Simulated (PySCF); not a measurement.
Point-charge models of `C=C(C)[P@@](=O)(O)C#CC` against its computed dipole.

Coordinates (GFN2-xTB, Å) and charges (e) from the PBE0/pcSseg-1 density (PySCF):

```
atom       x       y       z  Mulliken      IAO  Hirshfeld  ESP-fitted
  C1  -2.306  -0.609  -1.440   -0.0231  -0.2936    -0.0888     -0.4448
  C2  -1.628  -0.192  -0.387   -0.6759  -0.2415    -0.0405     +0.0584
  C3  -1.876   1.066   0.373   -0.1501  -0.4281    -0.1173     -0.4525
  P4  -0.260  -1.161   0.318   +1.2989  +1.7223    +0.4735     +0.9216
  O5  -0.384  -1.492   1.743   -0.5811  -0.9031    -0.3977     -0.6216
  O6  -0.156  -2.489  -0.589   -0.5074  -0.7618    -0.2323     -0.6211
  C7   1.193  -0.240  -0.112   -0.2986  -0.4054    -0.1393     -0.3761
  C8   2.172   0.421  -0.342   -0.2813  +0.0359    -0.0017     +0.2110
  C9   3.351   1.195  -0.643   -0.1693  -0.4421    -0.0877     -0.5457
 H10  -2.060  -1.532  -1.937   +0.1268  +0.1648    +0.0440     +0.1904
 H11  -3.129  -0.041  -1.846   +0.1153  +0.1515    +0.0525     +0.2004
 H12  -2.089   0.820   1.413   +0.1519  +0.1696    +0.0514     +0.1562
 H13  -2.707   1.631  -0.045   +0.1222  +0.1496    +0.0503     +0.1565
 H14  -0.977   1.683   0.364   +0.1398  +0.1563    +0.0429     +0.1354
 H15  -0.115  -3.236   0.011   +0.2533  +0.3830    +0.1854     +0.4445
 H16   3.996   1.240   0.234   +0.1611  +0.1816    +0.0689     +0.1965
 H17   3.898   0.734  -1.464   +0.1602  +0.1814    +0.0689     +0.1962
 H18   3.067   2.207  -0.929   +0.1573  +0.1796    +0.0679     +0.1947
```

Problem. Form Σ q r in debye for every column and set it beside the full dipole.

Solution. The full density gives (1.24, 1.87, -2.62) D, 3.45 D in size; dipole vectors point from the negative to the positive end.

```
    scheme    μx    μy     μz  size (D)  share of the full size (%)  angle to the full dipole (°)
  Mulliken  0.87  2.69  -1.74      3.32                          96                            21
       IAO  1.05  2.40  -2.88      3.89                         113                             7
 Hirshfeld  1.36  1.44  -2.28      3.02                          88                             7
ESP-fitted  1.21  1.91  -2.63      3.47                         101                             1
```

Problem. Which set comes closest?

Solution. Length of the difference vector: ESP-fitted 0.05 D, Hirshfeld 0.56 D, IAO 0.61 D, Mulliken 1.25 D. Closest: ESP-fitted. 

Problem. What is left for the Hirshfeld atoms' own dipoles?

Solution. The shares of the density sum to the whole, so what Σ q r misses lies in dipoles about the nuclei. The atomic dipoles sum to (1.24, 1.87, -2.62) − (1.36, 1.44, -2.28) = (-0.12, 0.43, -0.34) D, 0.56 D in size.

Problem. With the origin at the mean of the coordinates, (0.000, 0.000, -0.293) Å, which are the largest single terms, by size, of the ESP-fitted dipole along the direction of the full one?

Solution. O5 +7.45, C9 -5.55, P4 -5.26, H15 -4.34, O6 +3.53 D; all 18 atoms together +3.47 D. The single terms depend on the origin, their sum doesn't.

Problem. Give the size of the full dipole in other units.

Solution. 3.45 D = 1.356 au = 0.718 e·Å = 11.50 × 10⁻³⁰ C·m.

Isolated species at its GFN2-xTB geometry (one conformer only). GFN2-xTB frequencies show an imaginary mode (36i cm⁻¹), so this geometry is no minimum at that level.

The run behind these numbers computed NMR shieldings as well. The run took 35 s of wall time on one thread of an Arm Neoverse V1 (shared host), and the process peaked at 0.92 GiB of memory.

The values belong to the conformer `[CH2:1]=[C:2]([CH3:3])[P@@:4](=[O:5])([OH:6])[C:7]#[C:8][CH3:9]`: C1–C2–P4–O5 -124°, H–O6–P4–C2 -132°.
